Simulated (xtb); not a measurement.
Harmonic IR lines of one isomer of C4H4, unscaled. Level of theory: GFN2-xTB in xtb.

wavenumber (cm⁻¹): 734 (m), 807 (m), 879 (w), 971 (w), 1427 (vw), 1624 (w), 1956 (vs), 3096 (w), 3112 (m), 3207 (w)

Which structure gives these lines?
(A) `C=C1C=C1`
(B) `C#CC=C`
(C) `C1=CC=C1`
(D) `C=C=C=C`

A, `C=C1C=C1`
